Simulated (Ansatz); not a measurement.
Ansatz (a program for electronic structure) input:

Ansatz 0.2 input:
```yaml
crystal:
  periodic: [false, false, false]
  atoms:
    - {symbol: C, position_ang: [2.87588052, 0.80419199, 0.50394934]}
    - {symbol: C, position_ang: [1.55032907, 0.08709498, 0.75149794]}
    - {symbol: C, position_ang: [0.56890035, 0.26316314, -0.35319606]}
    - {symbol: C, position_ang: [-0.86266990, -0.18455602, -0.27152673]}
    - {symbol: C, position_ang: [-1.67589682, 0.85076285, 0.54036564]}
    - {symbol: C, position_ang: [-0.98192544, -1.55530385, 0.41479937]}
    - {symbol: C, position_ang: [-1.45013675, -0.27530599, -1.68692619]}
    - {symbol: H, position_ang: [2.72317666, 1.88012397, 0.39615580]}
    - {symbol: H, position_ang: [3.34766319, 0.44212658, -0.41200524]}
    - {symbol: H, position_ang: [3.57428367, 0.64469461, 1.32704134]}
    - {symbol: H, position_ang: [1.11853288, 0.43997247, 1.70077161]}
    - {symbol: H, position_ang: [1.74305212, -0.98129950, 0.92030046]}
    - {symbol: H, position_ang: [0.84293607, 0.90883670, -1.18134418]}
    - {symbol: H, position_ang: [-2.72360279, 0.54598407, 0.61028668]}
    - {symbol: H, position_ang: [-1.63784233, 1.83284472, 0.06576872]}
    - {symbol: H, position_ang: [-1.28520918, 0.94872834, 1.55470107]}
    - {symbol: H, position_ang: [-0.41196681, -2.31364045, -0.12562399]}
    - {symbol: H, position_ang: [-0.61458425, -1.52356683, 1.44156423]}
    - {symbol: H, position_ang: [-2.02613151, -1.87363948, 0.44531911]}
    - {symbol: H, position_ang: [-1.38059745, 0.68687506, -2.19917387]}
    - {symbol: H, position_ang: [-0.91335774, -1.01480414, -2.28421283]}
    - {symbol: H, position_ang: [-2.50323858, -0.56351845, -1.65332869]}
basis:
  gaussian:
    orbitals: STO-3G
hamiltonian:
  xc: {name: PBE0}
magnetization: {spin_polarized: true, initial_magnetization: 1}
```

Question: Which total energy does the run end on?

Answer: -272.13515 Eh (PBE0/STO-3G). The basis has 50 functions.

It need not be the lowest isomer of its formula.
